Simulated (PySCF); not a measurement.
**Spectroscopy problems**

Computed data (PySCF 2.14): shieldings: GIAO PBE0/pcSseg-1, GFN2-xTB geometry. A single conformation, averaged over atoms made equivalent by symmetry, fast rotation or ring inversion, in vacuum, relativity neglected.

δ = σ(ref) − σ, references computed at the same level: ¹H (σref 31.72) and ¹³C (σref 186.93) against TMS. Splittings of carbon signals by F and P are missing where no couplings were computed. Where no couplings were computed, multiplicities follow the n + 1 count of equivalent neighbours, and m marks all less simple cases (inequivalent or close neighbours, rings, F or P nearby). Shifts are as computed. Against solution values, carbons near 30 ppm lie about +3 ppm off and those near 130 ppm about +5 ppm. Of 1211 compounds with measured shifts, 218 miss one by over three times the rms of a fit or turn the order of signals round; such compounds aren't used in these exercises.

Q: C6H5F3. ¹H NMR (600 MHz, computed): δ 7.53 (m, 1H), 6.33 (m, 1H), 5.89 (m, 1H), 5.68 (m, 1H), 5.67 (m, 1H). ¹³C{¹H} NMR (computed): δ 169.0 (C), 142.1 (CH), 141.1 (C), 138.2 (CH), 130.6 (CH2), 118.2 (CH). Give a structure.

A: `C=C/C=C\C(F)=C(F)F`. The formula gives 3 degrees of unsaturation (no ring in the answer). 6 carbon signals for 6 carbons: no two carbons are equivalent. Carbon types of the structure: 2 × C, 3 × CH, 1 × CH2, which accounts for all hydrogens. δC 169.0, 141.1: fully substituted alkene carbon. δC 142.1, 138.2, 118.2: alkene CH; as expected for a trigonal carbon in a double bond. δC 130.6: terminal =CH2 carbon; an sp2 carbon of a C=C bond. δH 5.68, 5.67: hydrogen on a terminal =CH2 carbon; olefinic region.

The data come from this structure; uniqueness wasn't tested.

Q: C2H12OSi4. ¹H NMR (400 MHz, computed): δ 4.75 (m, 1H), 4.22 (m, 2H), 4.16 (m, 2H), 4.06 (m, 1H), 4.02 (m, 1H), 3.56 (d, 2H), 3.54 (s, 3H). ¹³C{¹H} NMR (computed): δ 67.8, 64.9. What is it?

A: `O(C)C[SiH]1[SiH2][SiH2][SiH2]1`. The formula gives 1 degree of unsaturation (1 ring in the answer). 2 carbon signals for 2 carbons: no two carbons are equivalent. Carbon types of the structure: 1 × CH2, 1 × CH3, leaving 7 H on heteroatoms. δC 67.8: sp3 CH2 bonded to O and Si; pulled downfield by the heteroatom. δC 64.9: methyl carbon bonded to O; deshielded by the electronegative neighbour. δH 3.56: hydrogen on an sp3 CH2 bonded to O and Si; its carbon carries O, an electronegative neighbour. δH 3.54: hydrogen on a methyl carbon bonded to O; its carbon carries O, which withdraws density.

The shifts were computed for this structure.

Q: C6H14OP2. ¹H NMR (500 MHz, computed): δ 6.37 (m, 1H), 6.22 (m, 1H), 1.91 (m, 3H), 1.43 (m, 3H), 1.18 (m, 6H). ¹³C{¹H} NMR (computed): δ 150.3 (C), 135.3 (CH2), 20.5 (CH3), 18.9 (CH3), 7.9 (CH3). Identify the compound.

A: SMILES C=C(C)[P@](C)(=O)P(C)C. 5 carbon signals for 6 carbons: some carbons are equivalent by symmetry or fast rotation. Carbon types of the structure: 1 × C, 1 × CH2, 4 × CH3, which accounts for all hydrogens. δC 150.3: fully substituted alkene carbon; the olefinic region. δC 135.3: terminal =CH2 carbon; as expected for a trigonal carbon in a double bond. δC 20.5: allylic methyl carbon; saturated and bonded to C and H only. δH 6.37, 6.22: hydrogen on a terminal =CH2 carbon; olefinic region.

This is the structure that produced the data.

Q: C6H8F2O. ¹H NMR (400 MHz, computed): δ 6.25 (m, 1H), 5.56 (m, 1H), 5.49 (m, 1H), 5.12 (m, 1H), 2.59 (m, 1H), 1.40 (d, 3H). ¹³C{¹H} NMR (computed): δ 167.8 (C), 145.1 (CH), 125.8 (CH2), 94.4 (CH), 49.0 (CH), 19.2 (CH3). Identify the compound.

A: `C=C[C@@H](C)[C@@H](F)C(=O)F`. The formula gives 2 degrees of unsaturation (no ring in the answer). 6 carbon signals for 6 carbons: no two carbons are equivalent. Carbon types of the structure: 1 × C, 3 × CH, 1 × CH2, 1 × CH3, which accounts for all hydrogens. δC 167.8: carbonyl carbon. δC 145.1: alkene CH; as expected for a trigonal carbon in a double bond. δC 125.8: terminal =CH2 carbon; the olefinic region. δC 94.4: sp3 CH bonded to F, α to a carbonyl; the inductive effect lowers its shielding.

The data come from this structure; uniqueness wasn't tested.
